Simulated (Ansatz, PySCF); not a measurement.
Lewis adduct: AlH3 (SMILES [AlH3]) (first 4 atoms) with H2O (SMILES O); geometry from B3LYP-D3(BJ)/def2-TZVP, rigid monomers moved along the line of their centres of mass till Al1···O5 is 2.86 Å.
(charge 0, multiplicity 1):
```xyz
7

Al    -0.02131     0.21827     0.32569
H      0.60330    -0.93481    -0.56573
H     -1.60833     0.38573     0.33738
H      0.86874     1.50996     0.61919
O      0.15681    -0.83836     2.97936
H     -0.70824    -0.93996     3.39698
H      0.70491    -0.29374     3.55903
```

Interaction energies are E(AB) − E(A) − E(B) at the monomers' geometry in the complex; basis-set methods are counterpoise corrected. Rows marked so take none.

Correlated levels freeze the cores. CBS(a, b) extrapolates the correlation energy as X⁻³ and adds the Hartree–Fock energy of set b. Rows in 3-21G carry no dispersion term and start afresh at each structure.

Programs: Ansatz (Gaussian orbitals); PySCF for 3-21G rows. Values without a source in brackets are computed.

### Question
Estimate the interaction energy that B3LYP/3-21G (no counterpoise) returns for this input.

### Answer
-22.9 kcal/mol

### Question
Give the interaction energy at the level CCSD/aug-cc-pV(T+d)Z.

### Answer
-10.5 kcal/mol

### Question
Estimate the interaction energy that CCSD(T)/CBS(aug-cc-pV(D+d)Z, aug-cc-pV(T+d)Z) returns for this input.

### Answer
-10.9 kcal/mol

Ansatz is an electronic-structure program.
